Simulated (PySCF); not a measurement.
# Ni⁺: excitation energy

Ni⁺ [Ar] 3d9 (2D) → Ni⁺ [Ar] 3d8 4p1 (high-spin determinant), as a difference of total energies. All numbers are calculated (PySCF 2.14, no relativity, point nucleus, in def2-QZVPPD (11s6p5d4f2g, 100 functions)). Correlated levels: valence: [Ar] frozen; valence and next inner shell: [Ne] frozen. The calculations carry no spin-orbit coupling.

```tsv
method	excitation energy (eV)
UHF	4.309
LDA	7.445
PBE	6.875
PBE0	6.436
r2SCAN	6.098
BLYP	6.898
B3LYP	6.625
B2PLYP	6.695
BP86	6.883
MP2 (valence)	7.135
SCS-MP2 (valence)	6.957
MP2 (valence and next inner shell)	7.782
SCS-MP2 (valence and next inner shell)	7.425
```

Question: How much does correlation contribute at MP2 (valence and next inner shell)?

Answer: 7.782 − (4.309) = 3.473 eV, measured against UHF.

A first-order spin-orbit estimate (lowest level to lowest level, LS coupling) adds -0.030 eV.

The determinant of the upper state mixes LS terms, which raises its energy above the lowest term, most at the Hartree-Fock and MP2 levels.
